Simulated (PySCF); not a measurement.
Match the calculated data to a structure.

All candidates are C2H11NSi2.

| technique | computed result |
| --- | --- |
| NMR, other nuclei | isotropic shieldings of nuclei other than C and H, by class: 250 (1 N), 395 (2 Si) ppm [GIAO PBE0/pcSseg-1] |
| UV, strongest line | among the 8 lowest singlet transitions: S3 at 6.90 eV (180 nm, f = 0.035) [TDDFT CAM-B3LYP/def2-SVPD] |
| 1H NMR | chemical shifts (computed TMS as zero) by class: 4.76 (6 H), 3.15 (2 H), 1.18 (3 H) ppm [GIAO PBE0/pcSseg-1] |
| Rotational structure | rotational constants A, B, C: 2.889, 2.803, 1.631 GHz [GFN2-xTB] |
| Dipole | 0.76 D [CAM-B3LYP/def2-SVPD] |
| 13C NMR | chemical shifts (computed TMS as zero) by class: 51.6 (1 C), 18.6 (1 C) ppm [GIAO PBE0/pcSseg-1] |

Gas-phase values; electronic properties from PySCF, density fitting. Levels stand in brackets. One conformer (not necessarily the lowest) at the GFN2-xTB geometry, without solvent, vibrations or thermal averaging. NMR values are class means; diastereotopic atoms form classes of their own.

Problem. Which candidate is it?
A. `CN[SiH2][SiH2]C`
B. `C[Si@@H](N)C[SiH3]`
C. `CC[SiH2][SiH2]N`
D. `CN[SiH2]C[SiH3]`
E. `CCN([SiH3])[SiH3]`

Solution. E. It is `CCN([SiH3])[SiH3]`. Numbering: `[CH3:1][CH2:2][N:3]([SiH3:4])[SiH3:5]`. Its formula, C2H11NSi2, gives 0 degrees of unsaturation, so no ring and no π bond. 2 carbons fall into 2 classes; from least to most shielded: sp3 carbon bound to nitrogen [C2] (51.6 ppm), methyl carbon [C1] (18.6 ppm). Hydrogen classes from least to most shielded: 6 H on 2 SiH3 silicons, Si4/Si5 (4.76 ppm), 2 H on an sp3 carbon bound to nitrogen, C2 (3.15 ppm), 3 H on a methyl carbon, C1 (1.18 ppm). The other shieldings belong to: 250 ppm, nitrogen bridging silicon atoms [N3]; 395 ppm, SiH3 silicon [Si4/Si5]. The optimised geometry has point group Cs and is an asymmetric top.

The others, at the same levels:
- `CN[SiH2][SiH2]C` fails: its computed 13C shifts are 35.9 (1 C), -10.0 (1 C) ppm, 1H shifts are 4.84 (2 H), 3.84 (2 H), 2.85 (3 H), 0.20 (3 H), -0.78 (1 H) ppm and strongest line among the 8 lowest singlet transitions is S6 at 7.14 eV (174 nm, f = 0.040) (against S3 at 6.90 eV).
- `CN[SiH2]C[SiH3]` fails: its computed 13C shifts are 31.0 (1 C), -11.5 (1 C) ppm, 1H shifts are 4.92 (2 H), 4.02 (3 H), 2.68 (3 H), -0.06 (2 H), -0.21 (1 H) ppm and strongest line among the 8 lowest singlet transitions is S6 at 7.82 eV (159 nm, f = 0.065) (against S3 at 6.90 eV).
- `CC[SiH2][SiH2]N` fails: its computed 13C shifts are 13.0 (1 C), 4.8 (1 C) ppm, 1H shifts are 5.05 (2 H), 3.85 (2 H), 1.35 (3 H), 0.96 (2 H), -0.26 (2 H) ppm and strongest line among the 8 lowest singlet transitions is S8 at 7.82 eV (158 nm, f = 0.048) (against S3 at 6.90 eV).
- `C[Si@@H](N)C[SiH3]` fails: its computed 13C shifts are 0.6 (1 C), -6.8 (1 C) ppm, 1H shifts are 5.18 (1 H), 3.97 (3 H), 0.21 (2 H), 0.14 (3 H), -0.09 (1 H), -0.44 (1 H) ppm and strongest line among the 8 lowest singlet transitions is S6 at 8.21 eV (151 nm, f = 0.159) (against S3 at 6.90 eV).

Each candidate is one conformer, not necessarily the lowest. The conformers computed, where there is a choice (atom-mapped SMILES and torsion angles):
- `[CH3:1][CH2:2][N:3]([SiH3:4])[SiH3:5]`: C1–C2–N3–Si4 -81°
- `[CH3:1][NH:2][SiH2:3][SiH2:4][CH3:5]`: C1–N2–Si3–Si4 -179°, N2–Si3–Si4–C5 50°
- `[CH3:1][NH:2][SiH2:3][CH2:4][SiH3:5]`: C1–N2–Si3–C4 -54°, N2–Si3–C4–Si5 -53°
- `[CH3:1][CH2:2][SiH2:3][SiH2:4][NH2:5]`: C1–C2–Si3–Si4 54°, C2–Si3–Si4–N5 28°, H–N5–Si4–Si3 48°, H–N5–Si4–Si3 -175°
- `[CH3:1][Si@@H:2]([NH2:3])[CH2:4][SiH3:5]`: C1–Si2–C4–Si5 -177°, H–N3–Si2–C1 -50°, H–N3–Si2–C1 172°
